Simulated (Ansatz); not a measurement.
`CN(C)B[SiH3]` + `[F][Sn]([Cl])([Cl])[Cl]` → `[SiH3][Sn]([Cl])([Cl])[Cl]` + `CN(C)BF`  (redistribution)

Isolated molecules relaxed with PBE0-D4/def2-TZVP in Ansatz; ΔE leaves out vibrations. CBS: MP2 limit from def2 TZ/QZ plus the TZ coupled-cluster correction, frozen cores. DFT in def2-TZVPP. Elements past krypton have def2 core potentials. For Sn outer-core shells are correlated without core-valence functions, which leaves a few kJ/mol of doubt a bond. One conformer a species, not always the lowest.

```csv
species,ωB97X-V energy (Eh)
`CN(C)B[SiH3]`,-451.31403
`[F][Sn]([Cl])([Cl])[Cl]`,-1694.74459
`[SiH3][Sn]([Cl])([Cl])[Cl]`,-1886.12918
`CN(C)BF`,-259.98717
```

Work out ΔE.

ΔE = (-1886.12918) + (-259.98717) − (-451.31403) − (-1694.74459) = -0.05773 Eh = -151.6 kJ/mol. CCSD(T)/CBS gives -151.6 kJ/mol.

Largest T1 diagnostic among the species: 0.013.

From PBE to PBE0 (25 % exact exchange), in def2-TZVPP and without D4, ΔE moves by −8.0 kJ/mol. In def2-TZVPP, CCSD(T) changes the Hartree–Fock value by +20.1 kJ/mol (the triples alone add +4.7 kJ/mol) and MP2 by +12.6 kJ/mol.
